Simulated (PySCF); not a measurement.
Selenium: a sound run and one with changed settings

Sound run: Se [Ar] 3d10 4s2 4p4, Se⁺ [Ar] 3d10 4s2 4p3. Calculation: PySCF 2.14, in 6-31G* (5s4p3d, 32 functions); no relativity, point nucleus. In the sound run the correlated levels freeze [Ar] 3d10. The sound run starts from symmetry-adapted Hartree-Fock orbitals and uses a fine grid where one is needed.

Changed run: all electrons correlated in a basis built for the valence shell.

| species | method | sound run (hartree) | changed run (hartree) | converged |
| --- | --- | --- | --- | --- |
| Se | MP2 | -2399.59300 | -2399.76770 | yes |
| Se⁺ | MP2 | -2399.26649 | -2399.43972 | yes |

Ionisation energy of Se:

```
 method  sound run (eV)  changed run (eV)
    UHF           8.519             8.519
    MP2           8.885             8.925
SCS-MP2           8.902             8.925
```

A valence basis has no tight correlating functions, so it recovers only part of the core correlation, and not evenly between atom and ion.

For comparison, NIST gives 9.752 eV between the lowest levels.
